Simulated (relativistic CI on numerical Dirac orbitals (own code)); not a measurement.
One change at a time: Tl XII

Base calculation: Dirac-Coulomb-Breit CI, KLI orbitals optimised for each configuration, QED by a radiative potential, unscaled Slater integrals.

CI space (outside the closed core [Kr] 4d10 4f14): 5s²5p⁶5d², 5s²5p⁶5d6s, 5s²5p⁶5d5f, 5s²5p⁵5d³, 5s²5p⁶6s², 5s²5p⁶5d6p, 5s²5p⁶5f², 5s²5p⁶5d5g, 5s²5p⁶6s6p, 5s5p⁶5d³, 5s²5p⁶5f6s, 5s²5p⁵5d²5f, 5s²5p⁶5d6d, 5s²5p⁶6p², 5s²5p⁶5f6p. Double excitations out of closed p, d and f shells are left out; levels of such configurations are missing from the list, as are those of other unlisted configurations, and high levels can miss mixing partners. Some configurations lack a partner that the ground configuration has and come out too high, among them 5s²5p⁵5d²5f.

The lowest level and the first level of each name with at least 55 % of one term (blank where a level has no safe partner in the second run):

| Level | Base (cm⁻¹) | Shift (cm⁻¹) |
| --- | --- | --- |
| 5s²5p⁶5d² ³F2 | 0 | 0 |
| 5s²5p⁶5d² ³F3 | 23440 | -87 |
| 5s²5p⁶5d² ³P0 | 25007 | -13 |
| 5s²5p⁶5d² ³F4 | 37441 | -101 |
| 5s²5p⁶5d² ³P1 | 40717 | -80 |
| 5s²5p⁶5d² ¹G4 | 60405 | -151 |
| 5s²5p⁶5d² ¹S0 | 104404 | -222 |
| 5s²5p⁶5d6s ³D1 | 368785 | -842 |
| 5s²5p⁶5d6s ³D2 | 371608 | -816 |
| 5s²5p⁶5d6s ³D3 | 396457 | -777 |
| 5s²5p⁶5d6s ¹D2 | 403021 | -715 |
| 5s²5p⁶5d6p ³F°2 | 494357 | -746 |
| 5s²5p⁵5d³ ⁵D°0 | 505696 | -741 |
| 5s²5p⁵5d³ ³P°0 | 544107 | -780 |
| 5s²5p⁶5d6p ³P°1 | 557761 | -531 |
| 5s²5p⁶5d6p ³P°0 | 561839 | -541 |
| 5s²5p⁵5d³ ³I°7 | 571265 | -766 |
| 5s²5p⁵5d³ ³F°4 | 571500 | -801 |

At this charge transitions that keep the count of f electrons are usually good to a few per cent. Terms inside the open d or f shell come out 10 to 20 % too wide with unscaled integrals. Levels and lines within the n = 5 or 6 shells can be off by up to 10 % or somewhat more, and those that change n by about 2 %, since core polarisation is missing. Levels that differ in their count of f electrons can be misplaced by several ten thousand cm⁻¹, since the correlation energy of f electrons is missing or only estimated; rates across such gaps can be off by orders of magnitude.

Q: One thing was changed in a second run, which moved the levels as shown. Which?
A. QED terms removed
B. Breit term removed
C. one mean potential for all configurations
D. configuration mixing switched off
E. non-relativistic limit

A: C. One mean potential for all configurations. One potential for all configurations removes the relaxation of the orbitals, which moves whole configurations and changes the integrals a little.

LS names give the leading component of a level, which can be under half, so a name can repeat, a term be missing and a line seem to break the LS rules.
